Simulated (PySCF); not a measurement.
## How the method changes the constants of TeF

State: ²Π (doublet), unpaired electrons π ↑. Set-up: PySCF, scalar-relativistic core potentials, basis sets Te def2-SVP with ECP28, F def2-SVP. De refers to Te + F in their high-spin ground configurations, without counterpoise correction. The functionals are run spin-unrestricted. A positive dipole means Te(−)F(+).

| Level | Re (Å) | ωe (cm⁻¹) | De (eV) | μ (D) |
| --- | --- | --- | --- | --- |
| UHF | 1.918 | 673 | 1.16 | -2.92 |
| UHF-MP2 | 1.945 | 630 | 2.98 | n/a |
| UHF-SCS-MP2 | 1.948 | 623 | 2.87 | n/a |
| UHF-CCSD | 1.946 | 629 | 2.67 | n/a |
| UHF-CCSD(T) | 1.952 | 617 | 2.77 | n/a |
| PBE | 1.964 | 601 | 3.75 | -2.10 |
| TPSS | 1.957 | 611 | 3.57 | -2.12 |
| r²SCAN | 1.947 | 622 | 3.32 | -2.22 |
| PBE0 | 1.938 | 637 | 3.22 | -2.35 |
| B97-3 | 1.947 | 626 | 3.24 | -2.44 |
| BHandHLYP | 1.927 | 654 | 2.79 | -2.60 |
| CAM-B3LYP | 1.934 | 645 | 3.36 | -2.40 |

Which functional lies closest to UHF-CCSD(T) in De, which farthest, and by how much do they differ from it?

Closest is BHandHLYP (-2.5 pm in Re, +6.0 % in ωe, +0.02 eV in De against UHF-CCSD(T) in the same basis), farthest PBE (+1.2 pm in Re, -2.6 % in ωe, +0.98 eV in De). CCSD(T) converges more slowly with the basis than the functionals do and binds too weakly in this one, so the order can change at the basis-set limit.

What does a quarter of exact exchange do here, going from PBE to PBE0?

PBE0 less PBE: -2.6 pm in Re, +6.0 % in ωe, -0.53 eV in De. Exact exchange removes part of the self-interaction that spreads semilocal densities, and in most molecules shortens and stiffens the bond and lowers De; so it does here.

What does the step from GGA to meta-GGA do here, going from PBE to r²SCAN?

r²SCAN less PBE: -1.7 pm in Re, +3.5 % in ωe, -0.43 eV in De. 

Correlated steps freeze 5 core orbitals. Correlated levels converge slowly with the basis: in double zeta they bind strong bonds too weakly, by up to about 1 eV, and carry superposition errors of some tenths. These are scalar-relativistic numbers at best; spin–orbit coupling would shift them, the dissociation energy most. The state is the lowest determinant that a PBE0 search found; another state may lie lower at other levels.
